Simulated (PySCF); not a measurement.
Species: C4H11BO2.
InChI=1S/C4H11BO2/c1-4(2,3)5(6)7/h6-7H,1-3H3

Torsions of this conformer, `[CH3:1][C:2]([CH3:3])([CH3:4])[B:5]([OH:6])[OH:7]`: C1–C2–B5–O6 -124°, H–O6–B5–C2 0°, H–O7–B5–C2 180°.

The closed-shell ground state was solved at several levels (PySCF, density fitting, gas phase, non-relativistic). Geometry: PBE0-D3(BJ)/def2-SVP, one conformer, isolated molecule.

```
          level  basis functions  HOMO (eV)  LUMO (eV)  gap (eV)  dipole (D)
B3LYP/def2-SVPD              234      -7.97      -0.22      7.75        1.21
    B3LYP/pcJ-1              299      -7.93       0.66      8.59        1.28
```

Question: What might PBE0/pcSseg-1 (174 basis functions) give for the same quantities?

Answer: HOMO -8.13 eV, LUMO 0.99 eV, gap 9.12 eV, dipole 1.26 D.

Question: Over all these levels, which gives the widest orbital gap and which the narrowest?

Answer: PBE0/pcSseg-1 (global hybrid, 25 % exact exchange) has the widest, 9.12 eV, and B3LYP/def2-SVPD (global hybrid, 20 % exact exchange) the narrowest, 7.75 eV. Functional and basis both differ between the two, so the spread mixes both effects.

Question: How far do the dipole and the HOMO energy spread over the levels?

Answer: The dipole runs from 1.21 to 1.28 D (mean 1.25 D) and the HOMO from -8.13 to -7.93 eV.
